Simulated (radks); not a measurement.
Dy, 66 electrons, occupied as [Xe] 4f10 6s2 (the NIST ground configuration).

Method: scalar-relativistic Kohn-Sham, LDA (Slater exchange, Perdew-Wang correlation), spin-polarised, spherical densities, point nucleus; open shells are filled with parallel spins first (spin-orbit coupling, left out, can overturn this in heavy ions); computed with a radial shooting solver on a logarithmic mesh with Libxc functionals.

Energy parts (eV):
total: -330603.60
kinetic: 356624.15
electron-nucleus: -809307.11
Hartree: 129023.86
exchange-correlation: -6944.50

Orbitals (lengths in bohr, moments of r in powers of bohr; r(max) is where P^2 peaks):
orbital  occ.  eigenvalue (eV)      <r^4>   r(max)      <r^2>      <r>
1s up       1        -53613.13  9.934e-07  0.01339  0.0006101  0.02113
1s down     1        -53613.13  9.934e-07  0.01339  0.0006101  0.02113
2s up       1        -8928.731  0.0001562  0.07609   0.009531  0.08983
2s down     1        -8928.663  0.0001562  0.07609   0.009530  0.08982
2p up       3        -7925.482  0.0001176  0.06170   0.007712  0.07948
2p down     3        -7925.433  0.0001176  0.06170   0.007711  0.07948
3s up       1        -1987.438   0.005985   0.2157    0.06301   0.2348
3s down     1        -1985.827   0.005974   0.2156    0.06295   0.2347
3p up       3        -1679.482   0.006291   0.2118    0.06326   0.2336
3p down     3        -1677.882   0.006277   0.2118    0.06319   0.2335
3d up       5        -1282.558   0.004972   0.1729    0.05292   0.2123
3d down     5        -1281.310   0.004956   0.1728    0.05284   0.2121
4s up       1        -393.8311     0.1467   0.4941     0.3174   0.5302
4s down     1        -390.4318     0.1469   0.4940     0.3175   0.5303
4p up       3        -292.3847     0.1935   0.5161     0.3594   0.5619
4p down     3        -289.0323     0.1940   0.5160     0.3596   0.5621
4d up       5        -154.2369     0.3051   0.5345     0.4319   0.6098
4d down     5        -150.9612     0.3077   0.5345     0.4332   0.6106
5s up       1         -49.8072      5.375    1.154      1.892    1.296
5s down     1         -48.1618      5.593    1.160      1.927    1.307
5p up       3         -26.0275      11.69    1.318      2.705    1.539
5p down     3         -24.8256      12.45    1.330      2.783    1.561
4f up       7          -4.5203      3.937   0.5374      1.027   0.8630
6s up       1          -3.9547      549.7    3.378      18.51    4.028
6s down     1          -3.8390      583.4    3.432      19.07    4.090
4f down     3          -1.7258      8.134   0.5394      1.238   0.9178

The highest occupied level is 4f down at -1.726 eV. Summed over all electrons, <r^2> = 76.99 bohr^2, which gives a Langevin (diamagnetic) susceptibility term of -61 x 10^-6 cm^3/mol. Spin moment in Bohr magnetons: 4.
